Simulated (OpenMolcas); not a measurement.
Computed levels of 3s2 3p in ions with 13 electrons, in cm-1 above 2P* 1/2.

| Property | Result |
| --- | --- |
| Program | OpenMolcas |
| Method | SS-CASPT2, IPEA 0.25 Eh, imaginary shift 0.1 Eh |
| Basis | ANO-R2 |
| Scalar Hamiltonian | X2C, finite nucleus |
| Spin-orbit coupling | state interaction with AMFI integrals over the reference wave functions, term energies averaged over their components |

Active space for each ion: 1 electron in 3 orbitals (3p); closed shells correlated by CASPT2: 2s 2p 3s.

```
  Level    Al  Si+  P2+  S3+  Ar5+
2P* 3/2  92.5  253  505  868  2105
```

Q: Estimate 2P* 3/2 for Cl4+ from its neighbours S3+ and Ar5+.

A: 2P* 3/2 is fine structure, which grows about as the fourth power of a screened charge, so the fourth roots are averaged: ((868^0.25 + 2105^0.25) / 2)^4 = 1385. The calculation gives 1389, so the estimate is off by -0.3 %.

With one active electron, CASPT2 adds the correlation within the correlated inactive shells and between them and that electron, and leaves the splitting within a term as the reference gives it. Levels of configurations outside the active space are missing.

* marks odd parity.
